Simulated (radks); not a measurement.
Fractional charge and spin in the 3s shell of magnesium: the spin-up occupation runs from 0 to 1 and the spin-down occupation from 0 to 1; the fullest corner is Mg, [Ne] 3s(up 1, down 1). All-electron calculation, scalar-relativistic Kohn-Sham, BLYP, spin-polarised, spherical densities, point nucleus. Program: a radial shooting solver on a logarithmic mesh with Libxc functionals. Energy (eV) minus the two flat planes that join the four corners (they meet along the diagonal where the two added fractions sum to one electron); zero is where a piecewise linear energy would lie.

down \ up,0,0.25,0.5,0.75,1
0,0.000,-0.681,-0.908,-0.681,0.000
0.25,-0.681,-0.841,-0.546,0.191,-0.591
0.5,-0.908,-0.546,0.254,-0.475,-0.783
0.75,-0.681,0.191,-0.475,-0.729,-0.582
1,0.000,-0.591,-0.783,-0.582,0.000

Corners above the fullest one (they belong to Mg+ and the next ion): (up 1, down 0) 7.640 eV, (up 0, down 1) 7.640 eV, (up 0, down 0) 23.109 eV. With half an added electron in each spin the energy lies 0.254 eV from the planes (fractional-spin error, the static-correlation error of a stretched bond), and with half an added electron in spin up alone -0.908 eV (fractional-charge error). For a frontier s shell over closed shells the exact functional lies on the planes.
